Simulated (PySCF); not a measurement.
HOSi, SMILES [Si]=[OH+] (connectivity only; charge and spin as stated), charge +1, multiplicity 1. The structure is a stationary point at B3LYP-D3(BJ)/def2-TZVPD. The isomer is the one that the SMILES or the coordinates give; other isomers of the formula were not compared.

TDDFT-ωB97X/def2-TZVPD (PySCF) puts the lowest singlet excitations at 7.55, 7.55, 7.69, 7.84, 7.84, 9.45 eV and the lowest triplet (TDA) at 4.80 eV.

Question: What are the lowest singlet roots from PySCF with EOM-CCSD/aug-cc-pVDZ? (An estimate is asked for; the answer gives what the named calculation found.)

Answer: 7.77, 7.77, 7.87, 7.87, 7.92, 9.33 eV; triplets 4.87, 4.87, 7.17 eV. S1 differs by 0.21 eV (second minus first; roots are paired by order, and the bases may differ).
